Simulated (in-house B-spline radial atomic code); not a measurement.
Results of a calculation; reference values are marked as such.
## Softness against transferability: the 3p channel of Zn

Zn, [Ar] 3d10 4s2, non-relativistic PBE, spherical and spin-unpolarised, from an all-electron radial atomic-structure program (B-spline basis) (atomic units). The all-electron 3p level is ε = -3.027097 hartree, its outermost node lies just inside 0.26 bohr and its outer maximum at 0.60 bohr.

Troullier-Martins pseudo-orbitals are made for several radii. The cutoffs (hartree) are the plane-wave energies beyond which the orbital holds less than the named kinetic energy per electron. The phase error is the difference, pseudo minus all-electron, of arctan(R P'/P) at R = 1.13 bohr for all radii, half a hartree below and above the level.

| r_c (bohr) | V_l(0) (hartree) | cutoff for 10 mEh | for 1 mEh | for 0.1 mEh | phase error at ε − 0.5 (mrad) | at ε + 0.5 (mrad) |
| --- | --- | --- | --- | --- | --- | --- |
| 0.45 | -122.51 | 290 | > 450 | > 450 | -1.4 | -0.3 |
| 0.52 | -39.05 | 171 | 330 | > 450 | -0.9 | -0.2 |
| 0.6 | -13.73 | 58.3 | 97.4 | 192 | -0.7 | -0.1 |
| 0.67 | -11.48 | 66.8 | 99.7 | 185 | -0.6 | -0.1 |
| 0.75 | -13.25 | 41.2 | 90.9 | 161 | -0.7 | -0.1 |
| 0.83 | -15.05 | 37 | 77.4 | 99.7 | -1.1 | -0.2 |

Which radius needs the lowest cutoff for 1 mEh while both phase errors stay within 1.0 mrad?

The radii within that limit are 0.52, 0.6, 0.67, 0.75 bohr; of these r_c = 0.75 needs the least, 90.9 hartree, that is 182 Ry or 2474 eV.
